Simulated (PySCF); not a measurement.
Record of a relaxation.

CH10B2NP.
Numbering: `[BH2:1][NH:2][CH2:3][BH2-:4][PH3+:5]` (hydrogens: H6, H7 on B1; H8 on N2; H9, H10 on C3; H11, H12 on B4; H13, H14, H15 on P5)

Method: PySCF, PBE0-D3(BJ)/def2-SVP geometry optimisation, gas phase; density fitting, grid level 1; the optimiser is geomeTRIC in internal coordinates, started from a GFN2-xTB structure with every atom displaced at random (about 0.01 Å). The frame can shift and turn from step to step; on so coarse a grid that alone can change the energy by a few meV, and forces under 0.02 eV/Å are noise.

Step 0: E = -13317.2096 eV, largest atomic force 2.323 eV/Å
```
atom  x, y, z in Å  |  force x, y, z in eV/Å
B1     -1.660    1.083    0.482   -0.581   1.315   0.141
N2     -1.279   -0.171    0.170    0.408  -1.205  -0.932
C3     -0.721   -0.663   -1.085    1.735   0.293   1.214
B4      0.889   -1.134   -0.879   -2.256   0.350   0.429
P5      1.657    0.369    0.003   -0.514  -0.101   0.055
H6     -2.097    1.338    1.553   -0.152   0.047   0.699
H7     -1.580    1.953   -0.333    0.107   0.296  -0.383
H8     -1.324   -0.903    0.851   -0.126  -0.434   0.620
H9     -1.323   -1.481   -1.426   -0.477  -0.896  -0.530
H10    -0.786    0.142   -1.800   -0.152   0.469  -0.601
H11     1.449   -1.275   -1.886    0.888  -0.131  -1.237
H12     1.003   -2.054   -0.120    0.183  -0.379   0.424
H13     2.998    0.438    0.225    1.451  -0.176   0.085
H14     1.503    1.625   -0.557   -0.215   0.638  -0.541
H15     1.256    0.715    1.289   -0.299  -0.085   0.557
```

Step 1: E = -13317.5134 eV, largest atomic force 0.345 eV/Å
```
atom  x, y, z in Å  |  force x, y, z in eV/Å
B1     -1.930    1.526    0.268    0.036  -0.088  -0.022
N2     -1.518    0.244   -0.060    0.096   0.061   0.208
C3     -0.862   -0.206   -1.279   -0.244  -0.123  -0.209
B4      0.677   -0.675   -1.091    0.217  -0.010  -0.269
P5      1.609    0.838   -0.270    0.102   0.225   0.191
H6     -2.372    1.746    1.373   -0.043  -0.025   0.025
H7     -1.807    2.410   -0.552   -0.003   0.035  -0.038
H8     -1.580   -0.483    0.649   -0.016   0.048  -0.063
H9     -1.435   -1.064   -1.698    0.198   0.199   0.027
H10    -0.955    0.609   -2.019    0.006  -0.093   0.045
H11     1.293   -0.846   -2.149   -0.145  -0.001   0.227
H12     0.860   -1.577   -0.283    0.022   0.003   0.021
H13     3.027    0.826   -0.098   -0.297  -0.121  -0.110
H14     1.448    2.111   -0.884    0.025  -0.125   0.025
H15     1.215    1.167    1.052    0.047   0.015  -0.058
```

Step 2: E = -13317.5297 eV, largest atomic force 0.117 eV/Å
```
atom  x, y, z in Å  |  force x, y, z in eV/Å
B1     -1.950    1.524    0.277   -0.041  -0.037  -0.051
N2     -1.514    0.255   -0.062    0.085  -0.041   0.050
C3     -0.858   -0.197   -1.284   -0.079  -0.013  -0.040
B4      0.678   -0.668   -1.084    0.079   0.047  -0.072
P5      1.615    0.842   -0.271   -0.036   0.049   0.070
H6     -2.419    1.704    1.379    0.006   0.020   0.006
H7     -1.844    2.425   -0.530    0.011  -0.001   0.003
H8     -1.577   -0.478    0.639   -0.015  -0.005  -0.006
H9     -1.416   -1.053   -1.707    0.006   0.039   0.004
H10    -0.947    0.612   -2.027    0.003   0.008   0.013
H11     1.292   -0.855   -2.129   -0.019  -0.004   0.063
H12     0.854   -1.563   -0.265    0.004   0.002   0.017
H13     3.022    0.775   -0.121   -0.029  -0.064  -0.039
H14     1.489    2.103   -0.906    0.010  -0.010  -0.009
H15     1.246    1.201    1.048    0.016   0.011  -0.009
```

Step 3: E = -13317.5332 eV, largest atomic force 0.151 eV/Å
```
atom  x, y, z in Å  |  force x, y, z in eV/Å
B1     -1.968    1.508    0.268   -0.051   0.019   0.058
N2     -1.517    0.238   -0.048    0.022   0.106  -0.075
C3     -0.863   -0.187   -1.279    0.072  -0.123   0.048
B4      0.676   -0.651   -1.081   -0.072   0.061   0.050
P5      1.622    0.848   -0.263   -0.093  -0.042  -0.032
H6     -2.447    1.713    1.362    0.009  -0.005  -0.004
H7     -1.855    2.394   -0.555   -0.002  -0.008   0.012
H8     -1.581   -0.496    0.650    0.008  -0.015  -0.016
H9     -1.412   -1.039   -1.714   -0.058  -0.059  -0.038
H10    -0.960    0.630   -2.011    0.001   0.039   0.021
H11     1.290   -0.835   -2.120    0.062  -0.007  -0.050
H12     0.854   -1.548   -0.264    0.001   0.002   0.010
H13     3.022    0.726   -0.144    0.094  -0.018   0.010
H14     1.526    2.107   -0.903    0.009   0.040  -0.012
H15     1.285    1.218    1.060   -0.001   0.010   0.019
```

Step 4: E = -13317.5355 eV, largest atomic force 0.120 eV/Å
```
atom  x, y, z in Å  |  force x, y, z in eV/Å
B1     -1.993    1.503    0.277    0.028   0.041  -0.038
N2     -1.521    0.247   -0.060   -0.016  -0.041   0.040
C3     -0.861   -0.184   -1.285    0.044   0.000   0.017
B4      0.677   -0.646   -1.074   -0.092   0.047   0.061
P5      1.632    0.851   -0.267   -0.046  -0.038  -0.044
H6     -2.473    1.685    1.376    0.003  -0.025  -0.010
H7     -1.891    2.405   -0.529   -0.009   0.004  -0.002
H8     -1.583   -0.495    0.630    0.003  -0.014   0.021
H9     -1.410   -1.037   -1.721   -0.037  -0.029  -0.023
H10    -0.954    0.633   -2.019    0.009   0.030  -0.006
H11     1.301   -0.844   -2.104    0.050  -0.008  -0.051
H12     0.846   -1.535   -0.245    0.005   0.002   0.003
H13     3.031    0.695   -0.149    0.052   0.002   0.017
H14     1.566    2.103   -0.924    0.010   0.023   0.001
H15     1.303    1.244    1.051   -0.004   0.007   0.013
```

Step 5: E = -13317.5363 eV, largest atomic force 0.031 eV/Å
```
atom  x, y, z in Å  |  force x, y, z in eV/Å
B1     -1.994    1.503    0.274   -0.005  -0.018   0.016
N2     -1.522    0.245   -0.060    0.001  -0.021  -0.012
C3     -0.862   -0.184   -1.286    0.000  -0.008  -0.011
B4      0.675   -0.643   -1.073   -0.026   0.013   0.012
P5      1.633    0.852   -0.268    0.005  -0.011  -0.014
H6     -2.472    1.672    1.374   -0.006   0.024   0.000
H7     -1.899    2.407   -0.531    0.003  -0.011   0.002
H8     -1.583   -0.496    0.631    0.005   0.009   0.007
H9     -1.413   -1.036   -1.724   -0.001   0.010  -0.006
H10    -0.953    0.637   -2.016    0.004   0.007   0.001
H11     1.306   -0.843   -2.102    0.011  -0.005  -0.009
H12     0.842   -1.530   -0.242    0.011   0.002   0.002
H13     3.033    0.690   -0.142   -0.007   0.003   0.006
H14     1.577    2.106   -0.926    0.008   0.000   0.006
H15     1.302    1.249    1.049   -0.002   0.004   0.001
```

Step 6: E = -13317.5366 eV, largest atomic force under 0.02 eV/Å
```
atom  x, y, z in Å  |  force x, y, z in eV/Å
B1     -1.997    1.497    0.274   -0.012  -0.005  -0.007
N2     -1.523    0.240   -0.059   -0.011  -0.002  -0.001
C3     -0.862   -0.183   -1.287   -0.012  -0.008  -0.006
B4      0.673   -0.640   -1.074    0.009  -0.005  -0.011
P5      1.635    0.853   -0.267    0.017   0.003   0.002
H6     -2.478    1.676    1.371    0.004  -0.003   0.003
H7     -1.903    2.397   -0.535    0.005   0.004   0.000
H8     -1.581   -0.502    0.633    0.008   0.004  -0.002
H9     -1.413   -1.033   -1.730    0.009   0.017   0.002
H10    -0.954    0.642   -2.013   -0.001  -0.002   0.008
H11     1.309   -0.839   -2.101   -0.010  -0.003   0.009
H12     0.842   -1.526   -0.242    0.010   0.002   0.001
H13     3.034    0.684   -0.136   -0.018   0.001   0.003
H14     1.588    2.108   -0.925    0.005  -0.005   0.003
H15     1.302    1.253    1.049   -0.003   0.002  -0.003
```

Question: Summarise the path.

Answer: The energy falls by 7.54 kcal/mol from step 0 to step 6; nine tenths of that is first reached at step 1. It falls at every step. The largest force goes from 2.323 to under 0.02 eV/Å. Among the bonds C3–B4 changes most, from 1.690 to 1.617 Å; the atoms move by 0.169 Å rms after alignment.

Question: Follow the three bonds and two angles with the largest change from start to end.

Answer: 
```csv
step,E above end (kcal/mol),largest force (eV/Å),C3–B4 (Å),B4–H11 (Å),P5–H13 (Å),P5–B4–H11 (°),C3–B4–P5 (°)
0,7.54,2.323,1.690,1.160,1.362,107.6,102.7
1,0.53,0.345,1.620,1.236,1.429,103.2,106.1
2,0.16,0.117,1.619,1.226,1.416,103.4,106.3
3,0.08,0.151,1.620,1.220,1.411,103.2,106.9
4,0.03,0.120,1.620,1.220,1.412,102.9,107.5
5,0.01,0.031,1.618,1.223,1.415,102.6,107.7
6,0.00,under 0.02,1.617,1.224,1.415,102.4,107.8
```

What follows is the cost of the whole optimisation. Hardware: Intel Xeon 6975P-C, one thread, no GPU (shared host). Cost: 25 s of wall time, 0.53 GiB resident at most.
